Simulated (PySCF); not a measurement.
# Bond lengths and vibrations by method: ClGeH2O2 cation

Calculated results; nothing here was measured. They come from PySCF 2.14.0, an open-source quantum chemistry program, on an isolated molecule that a program drew, which may never have been made. The molecule is ClGeH2O2 cation (charge +1, singlet), drawn as the SMILES string `[OH][Ge+]([OH])[Cl]`.

The geometry was optimised and harmonic frequencies were computed with HF and MP2, all in the cc-pV(D+d)Z basis, for the commonest isotopes, with a restricted reference for singlets and an unrestricted one otherwise, and a frozen core in MP2. Germanium has the cc-pVDZ-PP basis, with a core potential (ECP10MDF) in place of its 10 inner electrons, and its 3s, 3p and 3d shells are frozen in MP2. Each result is a local minimum of its method.

Geometry at the HF minimum:
```xyz
6
ClGeH2O2 cation, angstrom
O    -0.6300    0.1579   -1.3557
Ge   -1.8051   -0.6332   -0.4381
O    -2.0193   -0.4600    1.2271
Cl   -3.0615   -1.8941   -1.4156
H    -0.0025    0.7656   -0.9706
H    -1.4699    0.1128    1.7575
```

Lengths of the bonds as drawn, in Å (atoms numbered as above):
```
bond,HF,MP2
O1-Ge2,1.688,1.728
Ge2-O3,1.688,1.728
Ge2-Cl4,2.031,2.045
O1-H5,0.955,0.978
O3-H6,0.955,0.978
```

Rotational constants, in GHz:
| constant | HF | MP2 |
|---|---|---|
| A | 6.573 | 6.176 |
| B | 3.224 | 3.206 |
| C | 2.163 | 2.11 |

Harmonic frequencies in cm^-1, each column in rising order, so a row needn't be the same motion in every method:
| rank | HF | MP2 |
|---|---|---|
| 1 | 190 | 179 |
| 2 | 224 | 197 |
| 3 | 250 | 225 |
| 4 | 332 | 324 |
| 5 | 399 | 393 |
| 6 | 537 | 521 |
| 7 | 822 | 768 |
| 8 | 845 | ? |
| 9 | 932 | 892 |
| 10 | 962 | 949 |
| 11 | 4048 | 3738 |
| 12 | 4060 | 3751 |

**Estimate the missing MP2 frequency from the HF column.**

A single factor s that minimises the squared misfit of MP2 against s times HF over the other rows is sum(HF x MP2) / sum(HF^2) = 0.9270, with an rms misfit of 23 cm^-1. For rank 8 it gives 0.9270 x 845 = 783 cm^-1. The calculation gives 832 cm^-1, 49 cm^-1 above the estimate. The drawn bonds are on average 2.0 % longer in MP2 than in HF.
